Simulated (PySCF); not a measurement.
Stepwise substitution at one centre (Ga Cl-Br). Isolated molecules, 0 K electronic values unless said otherwise. Strings in code marks are SMILES.

Method: PBE0-D3(BJ)/def2-TZVP (PySCF). Excitations are Tamm–Dancoff values on a coarser integration grid. The basis has no diffuse functions, so Rydberg states are missing or too high.

| species | S1 excitation (TDA) (eV) | LUMO (eV) | HOMO–LUMO gap (eV) |
|---|---|---|---|
| 0 of 3 Cl replaced by Br (`[Cl][Ga]([Cl])[Cl]`) | 6.08 | -1.95 | 7.51 |
| 1 of 3 Cl replaced by Br (`[Ga]([Br])([Cl])[Cl]`) | 5.62 | -2.05 | 6.97 |
| 2 of 3 Cl replaced by Br (`[Cl][Ga]([Br])[Br]`) | 5.38 | -2.14 | 6.70 |
| 3 of 3 Cl replaced by Br | 5.19 | -2.22 | 6.48 |
